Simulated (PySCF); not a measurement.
AlF₃, SMILES [F][Al-]([F])[F], charge -1, multiplicity 2. Atoms are numbered in the order given.

```xyz
4

Al     0.0000     0.0000     0.4077
F     -1.4216    -0.8207    -0.1963
F      0.0000     1.6415    -0.1963
F      1.4216    -0.8207    -0.1963
```
Charge -1, spin multiplicity 2.

Coordinates come from a PBE-D3(BJ)/def2-SVPD optimisation.

All values below come from PBE-D3(BJ)/def2-SVPD (PySCF).

Frequencies are harmonic and unscaled.

Modes within 1.5 cm⁻¹ of each other (mostly degenerate sets) share a row, with their intensities summed.

Question: List the normal modes with their intensities. (An estimate is asked for; the answer gives what the named calculation found.)

Answer: 
```csv
mode,ν (cm⁻¹),IR (km/mol),moving atoms (share of kinetic energy)
1–2,200,5.3,"F 87 %, Al 13 %"
3,286,37.2,"F 57 %, Al 43 %"
4,588,78.6,"F 76 %, Al 24 %"
5–6,704,249.8,"F 50 %, Al 50 %"
```
